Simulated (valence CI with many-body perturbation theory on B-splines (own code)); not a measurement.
Energy levels of Pr LV

Computed by valence CI with perturbative core correlation (CI+MBPT): three valence electrons over a frozen Dirac-Fock core [He], a basis of 9 s, 9 p, 8 d, 6 f, 3 g, 1 h functions for each j, with the one-electron correlation potential Σ1, the two-electron term Σ2, the three-electron term Σ3, Breit, model QED; selected CI, second order for the rest, scaled by the run's own slope (own B-spline code, finite nucleus).

The last digits are not significant, and no measured levels were compared; by estimate large intervals hold to a few tenths of a per cent, small ones and those within an open d or f shell to about a per cent.

Levels 1 to 42 of 42, with energies above the lowest level, (2s^2 2p1/2) J=1/2. "Leading %" is the weight of the configuration and term that name the level; weights of strongly mixed levels are sums over their largest components and can fall short, so below about 35 % the name and the second component can differ from the true leading terms, or belong to a minority configuration. In the jj column 3d3/2^4 stands for four electrons in 3d with j = 3/2. Lifetimes count E1, E2, E3, M1 and M2 decay at the calculated energies, and are blank where another channel may lead or the interval is too uncertain; long ones can be off by a factor of two.

| No. | Configuration | Term | J | E (× 10³ cm⁻¹) | Leading % | Leading jj | Lifetime | g |
| --- | --- | --- | --- | --- | --- | --- | --- | --- |
| 1 | 2s²2p | ²P° | 1/2 | 0.00 | 100 | 2s^2 2p1/2 (100 %) |  | 0.635 |
| 2 | 2s2p² | ⁴P | 1/2 | 1510.3 | 55 | 2s 2p1/2^2 (99 %) | 79.1 ps | 2.123 |
| 3 | 2s²2p | ²P° | 3/2 | 4269.4 | 99 | 2s^2 2p3/2 (99 %) | 387 ps | 1.311 |
| 4 | 2s2p² | ⁴P | 3/2 | 5322.6 | 91 | 2s 2p1/2 2p3/2 (100 %) | 104 ps | 1.645 |
| 5 | 2s2p² | ²D | 5/2 | 5600.7 | 59 | 2s 2p1/2 2p3/2 (99 %) | 196 ps | 1.337 |
| 6 | 2s2p² | ²P | 1/2 | 6042.0 | 70 | 2s 2p1/2 2p3/2 (98 %) | 581 fs | 1.238 |
| 7 | 2s2p² | ²D | 3/2 | 6049.4 | 64 | 2s 2p1/2 2p3/2 (100 %) | 694 fs | 0.971 |
| 8 | 2p³ | ²P° | 3/2 | 7648.0 | 47 | 2p1/2^2 2p3/2 (98 %) | 874 fs | 1.342 |
| 9 | 2s2p² | ⁴P | 5/2 | 9737.5 | 59 | 2s 2p3/2^2 (99 %) | 3.16 ps | 1.415 |
| 10 | 2s2p² | ²S | 1/2 | 10400 | 69 | 2s 2p3/2^2 (99 %) | 716 fs | 1.900 |
| 11 | 2s2p² | ²P | 3/2 | 10407 | 63 | 2s 2p3/2^2 (99 %) | 407 fs | 1.184 |
| 12 | 2p³ | ⁴S° | 3/2 | 11627 | 55 | 2p1/2 2p3/2^2 (100 %) | 440 fs | 1.439 |
| 13 | 2p³ | ²D° | 5/2 | 11796 | 100 | 2p1/2 2p3/2^2 (100 %) | 490 fs | 1.176 |
| 14 | 2p³ | ²P° | 1/2 | 12140 | 100 | 2p1/2 2p3/2^2 (100 %) | 388 fs | 0.635 |
| 15 | 2p³ | ²P° | 3/2 | 16180 | 53 | 2p3/2^3 (100 %) | 295 fs | 1.287 |
| 16 | 2s²3s | ²S | 1/2 | 50996 | 97 | 2s^2 3s (97 %) | 9.93 fs | 1.990 |
| 17 | 2s²3p | ²P° | 1/2 | 51512 | 96 | 2s^2 3p1/2 (96 %) | 249 fs | 0.668 |
| 18 | 2s2p3s | ⁴P° | 1/2 | 52011 | 86 | 2s 2p1/2 3s (98 %) | 11.1 fs | 2.371 |
| 19 | 2s2p3s | ⁴P° | 3/2 | 52175 | 60 | 2s 2p1/2 3s (96 %) | 10.0 fs | 1.550 |
| 20 | 2s2p3s | ²P° | 1/2 | 52364 | 94 | 2s 2p1/2 3s (98 %) | 13.8 fs | 0.729 |
| 21 | 2s2p3p | ⁴D | 1/2 | 52447 | 72 | 2s 2p1/2 3p1/2 (100 %) | 13.8 fs | 0.266 |
| 22 | 2s2p3p | ⁴D | 3/2 | 52624 | 42 | 2s 2p1/2 3p1/2 (98 %) | 4.55 fs | 1.111 |
| 23 | 2s²3p | ²P° | 3/2 | 52789 | 95 | 2s^2 3p3/2 (95 %) | 105 fs | 1.333 |
| 24 | 2s2p3p | ⁴P | 1/2 | 52883 | 48 | 2s 2p1/2 3p1/2 (99 %) | 10.8 fs | 1.966 |
| 25 | 2s²3d | ²D | 3/2 | 53159 | 97 | 2s^2 3d3/2 (97 %) | 1.60 fs | 0.796 |
| 26 | 2s²3d | ²D | 5/2 | 53505 | 96 | 2s^2 3d5/2 (96 %) | 1.60 fs | 1.193 |
| 27 | 2p²3s | ⁴P | 1/2 | 53763 | 28 | 2p1/2^2 3s (62 %) | 6.79 fs | 1.716 |
| 28 | 2s2p3p | ⁴P | 3/2 | 53783 | 31 | 2s 2p1/2 3p3/2 (100 %) | 13.1 fs | 1.399 |
| 29 | 2s2p3p | ⁴D | 5/2 | 53985 | 46 | 2s 2p1/2 3p3/2 (97 %) | 71.6 fs | 1.330 |
| 30 | 2s2p3p | ²D | 3/2 | 54008 | 44 | 2s 2p1/2 3p3/2 (99 %) | 5.77 fs | 1.246 |
| 31 | 2s2p3d | ⁴F° | 3/2 | 54074 | 72 | 2s 2p1/2 3d3/2 (100 %) | 6.18 fs | 0.561 |
| 32 | 2s2p3p | ²P | 1/2 | 54148 | 26 | 2s 2p1/2 3p3/2 (62 %) | 5.34 fs | 1.586 |
| 33 | 2p²3p | ²P° | 1/2 | 54222 | 30 | 2p1/2^2 3p1/2 (68 %) | 1.20 fs | 0.573 |
| 34 | 2s2p3d | ⁴F° | 5/2 | 54265 | 50 | 2s 2p1/2 3d3/2 (95 %) | 7.73 fs | 1.025 |
| 35 | 2s2p3d | ⁴D° | 3/2 | 54391 | 29 | 2s 2p1/2 3d3/2 (96 %) | 1.24 fs | 1.204 |
| 36 | 2s2p3d | ⁴D° | 1/2 | 54486 | 39 | 2s 2p1/2 3d3/2 (68 %) | 3.44 fs | 0.494 |
| 37 | 2s2p3d | ⁴P° | 5/2 | 54509 | 36 | 2s 2p1/2 3d5/2 (97 %) | 1.61 fs | 1.322 |
| 38 | 2s2p3d | ⁴F° | 7/2 | 54687 | 39 | 2s 2p1/2 3d5/2 (99 %) | 1.69 fs | 1.236 |
| 39 | 2s2p3d | ²F° | 5/2 | 54774 | 53 | 2s 2p1/2 3d5/2 (97 %) | 1.69 fs | 1.061 |
| 40 | 2s2p3d | ²D° | 3/2 | 54775 | 41 | 2s 2p1/2 3d5/2 (94 %) | 1.69 fs | 1.083 |
| 41 | 2p²3p | ²P° | 3/2 | 55651 | 32 | 2p1/2^2 3p3/2 (96 %) | 5.66 fs | 1.326 |
| 42 | 2p²3d | ²D | 3/2 | 55928 | 41 | 2p1/2^2 3d3/2 (98 %) | 8.78 fs | 0.784 |

The ionisation energy to 2s² ¹S0 of the next ion comes out as 11257 eV (NIST: 11262 ± 5 eV (theoretical)). All 42 levels together are meant to be complete up to 56237 × 10³ cm⁻¹.
